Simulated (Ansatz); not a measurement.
System: SbF₃, net charge -1, doublet state. 
Structure (B3LYP-D3(BJ)/def2-TZVP (Ansatz, an electronic-structure program) minimum search):
```
Sb
F 1 1.9607
F 1 2.0862 2 85.76
F 1 2.0862 2 85.76 3 180.00
```
Charge -1, spin multiplicity 2.

Basis-set convergence of Hartree-Fock and CCSD(T) correlation energies (hartree) with Ansatz. Correlated levels leave the core frozen unless marked. Open shells are spin-unrestricted. No spin-orbit coupling. Frozen are the shells of the preceding noble gas and the d and f shells that filled before the atom's block. Past Kr the def2 sets carry scalar-relativistic core potentials. This anion needs diffuse functions, which these sets lack.

```tsv
basis	functions	E(HF)	E(corr, CCSD(T))
def2-SVP	68	-537.40283	-0.67123
def2-TZVPP	143	…	…
```

### Question
Some entries are withheld; supply them.

### Answer

- def2-TZVPP, E(HF): -537.81917
- def2-TZVPP, E(corr, CCSD(T)): -0.91457
